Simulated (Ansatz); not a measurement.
C₂H₆AlClO, SMILES `C[O][Al]([CH3])[Cl]`, relaxed with RKS PBE0-D4/def2-TZVP in the Gaussian-basis code of Ansatz from a PBE-D4/def2-SVP geometry. The force threshold is 0.005 eV/Å; the program also tests the step.

Charge 0, multiplicity 1.

Start:

```xyz
11

C    -1.676   -0.523   -1.428
O    -0.899   -0.196   -0.306
Al    0.749    0.092    0.039
C     1.286    0.560    1.846
Cl    2.124   -0.073   -1.573
H    -1.071   -0.631   -2.358
H    -2.444    0.262   -1.612
H    -2.217   -1.482   -1.261
H     0.961    1.595    2.086
H     2.384    0.508    1.983
H     0.804   -0.112    2.585
```

**Question.** How much energy does the relaxation release, and in how many steps? (Estimate.)

**Answer.** The calculation gave: 5.40 kJ/mol, in 33 steps, 5 of them rejected.

**Question.** Which bonds change most? (Estimate.)

**Answer.** The calculation gave: O2–Al3 from 1.707 to 1.678 Å; Al3–Cl5 from 2.126 to 2.105 Å; C1–H7 from 1.113 to 1.095 Å; C1–H8 from 1.113 to 1.095 Å.

**Question.** Give the relaxed structure. (Estimate.)

**Answer.** Ansatz gave: 
```xyz
11

C    -1.644   -0.604   -1.417
O    -0.908   -0.276   -0.273
Al    0.674    0.184    0.041
C     1.272    0.553    1.839
Cl    1.975    0.344   -1.606
H    -1.042   -0.549   -2.331
H    -2.493    0.080   -1.524
H    -2.040   -1.621   -1.328
H     1.626    1.584    1.926
H     2.110   -0.095    2.110
H     0.470    0.401    2.564
```
